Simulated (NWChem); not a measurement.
The numbers come from NWChem runs, not from measurements. System: C₃H₅O, charge 0, spin multiplicity 2, at a geometry optimised with UPBE/def2-SVP. The structure started from a generated list of species. Its SCF solution wasn't tested for a lower state. Level: UPBE/def2-TZVP.

NWChem printed:

```
             Northwest Computational Chemistry Package (NWChem) 7.3.0
             --------------------------------------------------------

                                NWChem Input Module
                                -------------------

 Scaling coordinates for geometry "geometry" by  1.889725989
 (inverse scale =  0.529177249)

                             Geometry "geometry" -> ""
                             -------------------------

 Output coordinates in angstroms (scale by  1.889725989 to convert to a.u.)

  No.       Tag          Charge          X              Y              Z
 ---- ---------------- ---------- -------------- -------------- --------------
    1 C                    6.0000     0.94477500    -1.14198900     0.00000000
    2 C                    6.0000     0.10465800    -0.10570600     0.00000000
    3 C                    6.0000    -1.39256300    -0.23313300     0.00000000
    4 O                    8.0000     0.48961300     1.22065800     0.00000000
    5 H                    1.0000     2.01355400    -1.37906300     0.00000000
    6 H                    1.0000    -1.70329300    -1.29303100     0.00000000
    7 H                    1.0000    -1.81713000     0.27062100     0.89358300
    8 H                    1.0000    -1.81713000     0.27062100    -0.89358300
    9 H                    1.0000     1.46587200     1.25055600     0.00000000

 Effective nuclear repulsion energy (a.u.)     111.5646024792

            Nuclear Dipole moment (a.u.)
            ----------------------------
        X                 Y               Z
 ---------------- ---------------- ----------------
    -0.0000056692     0.0000000000     0.0000000000


 Summary of "ao basis" -> "" (spherical)
 ------------------------------------------------------------------------------
       Tag                 Description            Shells   Functions and Types
 ---------------- ------------------------------  ------  ---------------------
 *                         def2-tzvp                  on all atoms

  pbe96 is a nonlocal functional; adding pw91lda local functional.

                                 NWChem DFT Module
                                 -----------------

 Summary of "ao basis" -> "ao basis" (spherical)
 ------------------------------------------------------------------------------
       Tag                 Description            Shells   Functions and Types
 ---------------- ------------------------------  ------  ---------------------
 C                         def2-tzvp                11       31   5s3p2d1f
 O                         def2-tzvp                11       31   5s3p2d1f
 H                         def2-tzvp                 4        6   3s1p

 Summary of "ao basis" -> "ao basis" (spherical)
 ------------------------------------------------------------------------------
       Tag                 Description            Shells   Functions and Types
 ---------------- ------------------------------  ------  ---------------------
 C                         def2-tzvp                11       31   5s3p2d1f
 O                         def2-tzvp                11       31   5s3p2d1f
 H                         def2-tzvp                 4        6   3s1p

            General Information
            -------------------
          SCF calculation type: DFT
          Wavefunction type:  spin polarized.
          No. of atoms     :     9
          No. of electrons :    31
           Alpha electrons :    16
            Beta electrons :    15
          Charge           :     0
          Spin multiplicity:     2
          Use of symmetry is: off; symmetry adaption is: off
          Maximum number of iterations: 100
          AO basis - number of functions:   154
                     number of shells:    64
          Convergence on energy requested:  1.00D-06
          Convergence on density requested:  1.00D-05
          Convergence on gradient requested:  5.00D-04

              XC Information
              --------------
          PerdewBurkeErnzerhof Exchange Functional  1.000
            Perdew 1991 LDA Correlation Functional  1.000 local
           PerdewBurkeErnz. Correlation Functional  1.000 non-local

             Grid Information
[...]
 Vector   15  Occ=1.000000D+00  E=-1.968456D-01
              MO Center=  5.4D-01, -3.0D-01,  6.6D-10, r^2= 2.2D+00
   Bfn.  Coefficient  Atom+Function         Bfn.  Coefficient  Atom+Function
  ----- ------------  ---------------      ----- ------------  ---------------
     8      0.299682  1 C  pz               101     -0.258751  4 O  pz
    11      0.252546  1 C  pz                39      0.226578  2 C  pz
   104     -0.211232  4 O  pz                42      0.207526  2 C  pz
    14      0.201042  1 C  pz               107     -0.197558  4 O  pz
   139     -0.099367  7 H  s                145      0.099367  8 H  s

 Vector   16  Occ=0.000000D+00  E=-1.203498D-01
              MO Center=  7.8D-01, -1.1D+00, -1.7D-10, r^2= 2.1D+00
   Bfn.  Coefficient  Atom+Function         Bfn.  Coefficient  Atom+Function
  ----- ------------  ---------------      ----- ------------  ---------------
    36      0.519670  2 C  s                 13     -0.469542  1 C  py
     7     -0.308311  1 C  py                44     -0.271718  2 C  py
    10     -0.235971  1 C  py                 5     -0.221174  1 C  s
     4      0.200112  1 C  s                127     -0.191359  5 H  s
    35     -0.187582  2 C  s                  6     -0.184951  1 C  px

 Vector   17  Occ=0.000000D+00  E=-3.120219D-03
              MO Center=  3.7D-01, -5.3D-01,  6.5D-09, r^2= 3.0D+00
   Bfn.  Coefficient  Atom+Function         Bfn.  Coefficient  Atom+Function
  ----- ------------  ---------------      ----- ------------  ---------------
    14      0.602863  1 C  pz                45     -0.499956  2 C  pz
   139      0.428916  7 H  s                145     -0.428916  8 H  s
    39     -0.351723  2 C  pz                42     -0.341089  2 C  pz
     8      0.285316  1 C  pz                11      0.225215  1 C  pz
   107      0.215858  4 O  pz                76     -0.150150  3 C  pz

 Vector   18  Occ=0.000000D+00  E= 9.874795D-03
              MO Center=  1.1D+00,  8.3D-01, -1.7D-08, r^2= 5.6D+00
   Bfn.  Coefficient  Atom+Function         Bfn.  Coefficient  Atom+Function
  ----- ------------  ---------------      ----- ------------  ---------------
    67      2.889696  3 C  s                151     -1.376502  9 H  s
    43      0.898335  2 C  px                98      0.822155  4 O  s
     5     -0.810959  1 C  s                133     -0.790832  6 H  s
   139     -0.723867  7 H  s                145     -0.723867  8 H  s
    36     -0.442782  2 C  s                105      0.318909  4 O  px

   alpha - beta orbital overlaps
   -----------------------------

   alpha      1      2      3      4      5      6      7      8      9     10
    beta      1      2      4      3      5      6      7      8      9     11
 overlap   1.000  1.000  1.000  1.000  1.000  0.994  0.990  0.996  0.996  0.993

   alpha     11     12     13     14     15     16     17     18     19     20
    beta     10     12     13     14     16     15     17     18     19     20
 overlap   1.000  0.999  0.999  1.000  0.985  0.997  0.997  0.996  0.991  0.994

   alpha     21     22     23     24     25     26     27     28     29     30
    beta     21     22     23     24     25     26     28     27     29     30
 overlap   0.990  1.000  0.988  0.984  0.997  0.985  0.953  0.984  0.995  0.937

   alpha     31     32     33     34     35     36     37     38     39     40
    beta     31     32     33     34     35     36     37     38     39     40
 overlap   0.996  0.932  0.978  0.948  0.921  0.933  0.966  1.000  0.982  0.999

   alpha     41     42     43     44     45     46     47     48     49     50
    beta     41     42     43     44     45     46     47     48     49     50
 overlap   0.999  0.995  0.993  0.984  0.991  0.985  0.994  0.968  0.950  0.992

   alpha     51     52     53     54     55     56     57     58     59     60
    beta     51     52     53     54     55     56     57     58     59     60
 overlap   0.964  0.997  0.980  0.974  0.998  0.997  0.976  0.988  0.999  0.984

   alpha     61     62     63     64     65     66     67     68     69     70
    beta     61     62     63     64     65     66     68     67     69     70
 overlap   0.984  0.997  0.995  0.996  0.990  1.000  0.848  0.998  0.836  0.998

   alpha     71     72     73     74     75     76     77     78     79     80
    beta     71     72     73     74     75     76     77     78     79     80
 overlap   0.951  0.983  0.965  0.998  0.989  0.992  0.999  0.983  0.987  0.999

   alpha     81     82     83     84     85     86     87     88     89     90
    beta     81     82     83     84     85     87     86     88     89     90
 overlap   0.999  0.999  0.999  0.997  0.996  0.993  1.000  0.999  0.998  0.997

   alpha     91     92     93     94     95     96     97     98     99    100
    beta     91     92     93     94     95     97     96     98    100     99
 overlap   0.971  0.971  0.999  0.998  0.965  0.921  0.974  0.922  0.983  0.988

   alpha    101    102    103    104    105    106    107    108    109    110
    beta    101    103    102    105    104    106    107    109    108    110
 overlap   0.997  0.965  0.973  0.995  0.973  0.907  0.990  0.905  0.995  0.987

   alpha    111    112    113    114    115    116    117    118    119    120
    beta    111    113    112    114    115    116    117    118    119    120
 overlap   0.994  0.915  0.992  0.985  0.818  0.851  0.999  0.987  0.998  0.991

   alpha    121    122    123    124    125    126    127    128    129    130
    beta    121    122    123    124    125    126    127    128    129    130
 overlap   0.999  0.990  0.995  0.994  0.999  0.999  1.000  0.996  1.000  0.998

   alpha    131    132    133    134    135    136    137    138    139    140
    beta    131    132    133    134    135    136    137    138    139    140
 overlap   0.998  0.998  1.000  0.987  0.982  0.992  0.997  0.998  1.000  1.000

   alpha    141    142    143    144    145    146    147    148    149    150
    beta    141    142    143    144    145    146    147    148    149    150
 overlap   1.000  1.000  1.000  1.000  1.000  1.000  1.000  1.000  1.000  1.000

   alpha    151    152    153    154
    beta    151    152    153    154
 overlap   1.000  1.000  1.000  1.000

     --------------------------
     Expectation value of S2:
     --------------------------
      <S2> =      0.7579 (Exact =     0.7500)

 center of mass
 --------------
 x =   0.06100136 y =   0.02873302 z =   0.00000000

 moments of inertia (a.u.)
 ------------------
         168.519312134597          -2.231059751936           0.000000000000
          -2.231059751936         197.583438069309           0.000000000000
           0.000000000000           0.000000000000         354.607654643757

     Multipole analysis of the density
     ---------------------------------

     L   x y z        total         alpha         beta         nuclear
     -   - - -        -----         -----         ----         -------
     0   0 0 0     -0.000000    -16.000000    -15.000000     31.000000

     1   1 0 0      0.307326     -0.622219      0.929551     -0.000006
     1   0 1 0      0.119735      1.275389     -1.155654      0.000000
     1   0 0 1      0.000000      0.000000     -0.000000      0.000000

     2   2 0 0    -14.297072    -70.983999    -67.167533    123.854460
     2   1 1 0      1.276250      1.517669     -1.899969      1.658550
     2   1 0 1      0.000000      0.000000      0.000000      0.000000
     2   0 2 0    -20.132392    -59.786500    -51.129971     90.784079
     2   0 1 1     -0.000000     -0.000000     -0.000000      0.000000
     2   0 0 2    -19.756904    -13.103344    -12.356483      5.702922

 Task  times  cpu:       32.3s     wall:       32.3s

 Total times  cpu:       32.3s     wall:       32.3s
```

Task: Write an NWChem input that would produce this output.

Result: Several could match; the one computed here: 
```
start mol
memory heap 200 mb stack 900 mb global 1100 mb
geometry units angstroms nocenter noautoz noautosym
  C      0.944775    -1.141989     0.000000
  C      0.104658    -0.105706     0.000000
  C     -1.392563    -0.233133     0.000000
  O      0.489613     1.220658     0.000000
  H      2.013554    -1.379063     0.000000
  H     -1.703293    -1.293031     0.000000
  H     -1.817130     0.270621     0.893583
  H     -1.817130     0.270621    -0.893583
  H      1.465872     1.250556     0.000000
end
basis spherical
  * library def2-tzvp
end
dft
  xc xpbe96 cpbe96
  odft
  mult 2
  semidirect memsize 60000000 filesize 0
  iterations 100
end
task dft energy
```
